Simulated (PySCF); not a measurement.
# H₂ClSi, SMILES `[SiH2]Cl` (charge 0, multiplicity 2)

All values below come from r2SCAN-D4/def2-TZVP in PySCF.

```json
{
 "highest_occupied_spin_orbital": "-5.75 eV",
 "dipole_moment": "1.08 D",
 "total_energy": "-750.8511 Ha",
 "cost": "about 110 core-seconds (a rough figure)"
}
```

Bond lengths (Å): Si1–Cl2 2.056, Si1–H3 1.487, Si1–H4 1.487. Bond angles (°): Cl2–Si1–H3 108.6, Cl2–Si1–H4 108.6, H3–Si1–H4 111.1.
Charge 0, spin multiplicity 2.
